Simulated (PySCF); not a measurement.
How methods differ on the ionisation energy of Sn³⁹⁺

Sn³⁹⁺ [Ne] 3s1 (2S) → Sn⁴⁰⁺ [Ne] (1S), as a difference of total energies. All numbers are calculated (PySCF 2.14, the spin-free X2C one-electron Hamiltonian (Gaussian nucleus), in an uncontracted even-tempered set (18 s from 6.9 bohr⁻², ratio 2.5; 12 p from 9 bohr⁻², ratio 2.5; 4 d from 33 bohr⁻², ratio 2.7; 4 f from 50 bohr⁻², ratio 2.7)). Correlated levels: outer shells: 1s2 frozen; virtual orbitals above 40 to 60 times the deepest correlated orbital energy dropped. The calculations carry no spin-orbit coupling.

| method | ionisation energy (eV) |
| --- | --- |
| UHF | 2761.8 |
| MP2 (outer shells) | 2762.5 |
| SCS-MP2 (outer shells) | 2762.4 |
| CCSD (outer shells) | 2762.5 |
| CCSD(T) (outer shells) | 2762.5 |

Breit and QED terms and the two-electron picture change are absent.

For comparison: 2762.49 ± 0.08 eV (semi-empirical (NIST evaluation); NIST Atomic Spectra Database, ionization energies).
